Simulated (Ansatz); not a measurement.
Total energies of `O=P(O)(O)CCCCCCCCCCCOc1ccccc1` from Ansatz at PBE0-D4/def2-TZVP, gas phase (1 Eh = 27.2114 eV = 2625.5 kJ/mol). The reference geometry is relaxed at r2SCAN-D4/def2-SVP.

```tsv
state	geometry	energy (Eh)
charge 0 singlet	reference	-1306.80549
charge 1 doublet	reference	-1306.51321
charge 1 doublet	relaxed at r2SCAN-D4/def2-SVP	-1306.51877
charge -1 doublet	reference	-1306.76535
free O atom (triplet)	–	-75.01860
free P atom (quartet)	–	-341.13505
free C atom (triplet)	–	-37.80537
free H atom (doublet)	–	-0.50104
```

Single mean-field runs in def2-TZVP are fitted with def2-universal-jkfit.

**Question.** Work out the vertical ionisation energy to the doublet.

**Answer.** E(charge 1 doublet) − E(charge 0 singlet) = -1306.51321 − (-1306.80549) = 0.29228 Eh = 7.95 eV. For comparison, −ε of the highest occupied level is 6.25 eV at this level, 1.70 eV less.

**Question.** Work out the vertical electron affinity, to the doublet.

**Answer.** E(charge 0 singlet) − E(charge -1 doublet) = -1306.80549 − (-1306.76535) = -0.04014 Eh = -1.09 eV; negative, so the extra electron isn't bound. The basis lacks diffuse functions, which makes affinities too small.

**Question.** Give the fundamental gap IE − EA, the Mulliken electronegativity (IE + EA)/2 and the hardness (IE − EA)/2.

**Answer.** From the values in Eh: IE − EA = 0.29228 − (-0.04014) = 0.33242 Eh = 9.05 eV; (IE + EA)/2 = 3.43 eV; (IE − EA)/2 = 4.52 eV. The HOMO–LUMO gap of the same run is 6.10 eV, 2.95 eV smaller than the fundamental gap.

**Question.** How much does the charge 1 doublet relax, and what is the adiabatic ionisation energy?

**Answer.** Relaxation: -1306.51321 − (-1306.51877) = 0.00556 Eh = 0.15 eV. Adiabatic ionisation energy: 0.28672 Eh = 7.80 eV, without zero-point energy. 

**Question.** What is the binding energy per atom against free atoms?

**Answer.** Atoms: 4 × (-75.01860) + 1 × (-341.13505) + 17 × (-37.80537) + 29 × (-0.50104) = -1298.43090 Eh. Binding: -1298.43090 − (-1306.80549) = 8.37459 Eh = 227.88 eV, or 4.47 eV for each of 51 atoms (no zero-point energy, no counterpoise term).

At PBE0-D4/def2-TZVP the highest occupied level of the charge -1 doublet lies above zero (up to 2.15 eV). By energy differences it is unbound by 1.09 eV (vertical, against the charge 0 singlet, at PBE0-D4/def2-TZVP) and held by the finite basis.
